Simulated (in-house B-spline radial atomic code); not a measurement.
A calculation on F-: its settings, and results tabulated from the run. Computed with a B-spline radial code for spherical atoms: non-relativistic wB97X, spin-polarised, spherical fractional occupations, exact exchange averaged over the configuration, point nucleus.

Command:
```bash
python run_scf.py task.json out
```
Settings:
```
Z                9
configuration    [He] 2s2 2p6
hamiltonian      nr
method           wb97x
spin_polarised   True
exact_exchange   averaged over the configuration
```

Output (hartree, bohr):
```
 radial grid: 52 intervals, B-splines of order 8, outer radius 50 bohr

 iter        energy (Eh)    residual
    1         -99.481681    1.57e-01
    2         -99.487011    9.44e-02
    3         -99.875221    9.89e-03
    4         -99.877232    1.84e-03
    5         -99.877239    2.04e-03
    6         -99.877393    2.72e-04
    7         -99.877400    9.76e-05
    8         -99.877401    5.89e-06
    9         -99.877401    8.44e-07
   10         -99.877401    2.48e-07
   11         -99.877401    2.99e-08

 total energy                       -99.87740
 kinetic                              99.6102
 electron-nucleus                   -243.3217
 Hartree                              54.4678
 exact exchange                       -2.9510
 exchange-correlation                 -7.6827

 orbital      occ     eigenvalue          <r>       <r^2>       <1/r>     <1/r^2>       r_max
 1s up      1.000       -24.3010     0.176298   0.0419421      8.6218     150.871      0.1145
 1s down    1.000       -24.3010     0.176298   0.0419421      8.6218     150.871      0.1145
 2s up      1.000        -0.8282       1.0406     1.34252     1.41741     8.49927      0.7715
 2s down    1.000        -0.8282       1.0406     1.34252     1.41741     8.49927      0.7715
 2p up      3.000        -0.1049      1.29845     2.47023     1.15955     2.10731      0.7288
 2p down    3.000        -0.1049      1.29845     2.47023     1.15955     2.10731      0.7288

 Slater integrals (Eh)
   F0(2s up,2s up)               0.881196
   F0(2s up,2s down)             0.881196
   F0(2s up,2p up)               0.808937
   G1(2s up,2p up)               0.477368
   F0(2s up,2p down)             0.808937
   F0(2s down,2s down)           0.881196
   F0(2s down,2p up)             0.808937
   F0(2s down,2p down)           0.808937
   G1(2s down,2p down)           0.477368
   F0(2p up,2p up)               0.749534
   F2(2p up,2p up)               0.317093
   F0(2p up,2p down)             0.749534
   F2(2p up,2p down)             0.317093
   F0(2p down,2p down)           0.749534
   F2(2p down,2p down)           0.317093
```

Cost of the run: 0.3 s on 1 thread of Intel(R) Xeon(R) 6975P-C (shared host).
